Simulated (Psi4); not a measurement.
C$_{4}$H$_{9}$N, singlet, geometry from GFN2-xTB; Psi4 with PBE/def2-TZVPD.

Psi4 was given this input:
```
memory 2 GB

molecule mol {
0 1
C     0.667762    1.655525   -0.217306
C     0.429857    0.354703   -0.193041
C     1.462104   -0.662555    0.176445
C    -0.926084   -0.215730   -0.517973
N    -1.449176   -0.925414    0.646424
H     1.636952    2.059791    0.021797
H    -0.091382    2.371431   -0.486091
H     2.363308   -0.190430    0.557605
H     1.052040   -1.333306    0.928453
H     1.720690   -1.261805   -0.696197
H    -0.825704   -0.950710   -1.324204
H    -1.591054    0.589816   -0.871097
H    -1.563380   -0.277374    1.419560
H    -2.359071   -1.321175    0.436457
}

set {
  basis def2-tzvpd
  reference rks
}

energy('pbe')
print_variables()
```

What the program printed (banner, timings and long lists left out):

```
   => Loading Basis Set <=

    Name: DEF2-TZVPD
    Role: ORBITAL
    Keyword: BASIS

         ---------------------------------------------------------
                                   SCF
               by Justin Turney, Rob Parrish, Andy Simmonett
                          and Daniel G. A. Smith
                              RKS Reference
         ---------------------------------------------------------

  ==> Geometry <==

    Molecular point group: c1
    Full point group: C1

    Geometry (in Angstrom), charge = 0, multiplicity = 1:

       Center              X                  Y                   Z               Mass
    ------------   -----------------  -----------------  -----------------  -----------------
         C            0.672604486914     1.651185012824    -0.217525473846    12.000000000000
         C            0.434699486914     0.350363012824    -0.193260473846    12.000000000000
         C            1.466946486914    -0.666894987176     0.176225526154    12.000000000000
         C           -0.921241513086    -0.220069987176    -0.518192473846    12.000000000000
         N           -1.444333513086    -0.929753987176     0.646204526154    14.003074004430
         H            1.641794486914     2.055451012824     0.021577526154     1.007825032230
         H           -0.086539513086     2.367091012824    -0.486310473846     1.007825032230
         H            2.368150486914    -0.194769987176     0.557385526154     1.007825032230
         H            1.056882486914    -1.337645987176     0.928233526154     1.007825032230
         H            1.725532486914    -1.266144987176    -0.696416473846     1.007825032230
         H           -0.820861513086    -0.955049987176    -1.324423473846     1.007825032230
         H           -1.586211513086     0.585476012824    -0.871316473846     1.007825032230
         H           -1.558537513086    -0.281713987176     1.419340526154     1.007825032230
         H           -2.354228513086    -1.325514987176     0.436237526154     1.007825032230

  Running in c1 symmetry.

  Rotational constants: A =      0.25052  B =      0.13164  C =      0.09939 [cm^-1]
  Rotational constants: A =   7510.45423  B =   3946.49915  C =   2979.61621 [MHz]
  Nuclear repulsion =  178.126466798525087

  Charge       = 0
  Multiplicity = 1
  Electrons    = 40
  Nalpha       = 20
  Nbeta        = 20

  ==> Algorithm <==

  SCF Algorithm Type is DF.
  DIIS enabled.
  MOM disabled.
[...]
   @DF-RKS iter   5:  -212.35474876462902   -8.75512e-02   3.43172e-04 DIIS/ADIIS
   @DF-RKS iter   6:  -212.35850652536456   -3.75776e-03   1.07442e-04 DIIS/ADIIS
   @DF-RKS iter   7:  -212.35888919979948   -3.82674e-04   2.83449e-05 DIIS
   @DF-RKS iter   8:  -212.35891100868997   -2.18089e-05   1.00955e-05 DIIS
   @DF-RKS iter   9:  -212.35891433759599   -3.32891e-06   2.04784e-06 DIIS
   @DF-RKS iter  10:  -212.35891448463525   -1.47039e-07   3.99299e-07 DIIS
  Energy and wave function converged.

  ==> Post-Iterations <==

   Electrons on quadrature grid:
      Ntotal   =   40.0000662003 ; deviation = 6.620e-05

    Orbital Energies [Eh]
    ---------------------

    Doubly Occupied:

[...]
    Virtual:

[...]
    Final Occupation by Irrep:
              A
    DOCC [    20 ]
    NA   [    20 ]
    NB   [    20 ]

  @DF-RKS Final Energy:  -212.35891448463525

   => Energetics <=

    Nuclear Repulsion Energy =            178.1264667985250867
    One-Electron Energy =                -638.1399472707864788
    Two-Electron Energy =                 279.3730878299639926
    DFT Exchange-Correlation Energy =     -31.7185218423378430
    Empirical Dispersion Energy =           0.0000000000000000
    VV10 Nonlocal Energy =                  0.0000000000000000
    Total Energy =                       -212.3589144846352497

Computation Completed

Properties will be evaluated at   0.000000,   0.000000,   0.000000 [a0]

Properties computed using the SCF density matrix

 Multipole Moments:

 ------------------------------------------------------------------------------------
     Multipole            Electronic (a.u.)      Nuclear  (a.u.)        Total (a.u.)
 ------------------------------------------------------------------------------------

 L = 1.  Multiply by 2.5417464519 to convert [e a0] to [Debye]
 Dipole X            :         -0.7246219            0.3660409           -0.3585811
 Dipole Y            :          0.4281666           -0.3280593            0.1001074
 Dipole Z            :         -0.0509156           -0.0165879           -0.0675035
 Magnitude           :                                                    0.3783631

 ------------------------------------------------------------------------------------

  Variable Map:
  ----------------------------------------------------------------------------
[...]
  Array Variable Map:
  ----------------------------------------------------------------------------
[...]
[...]
```
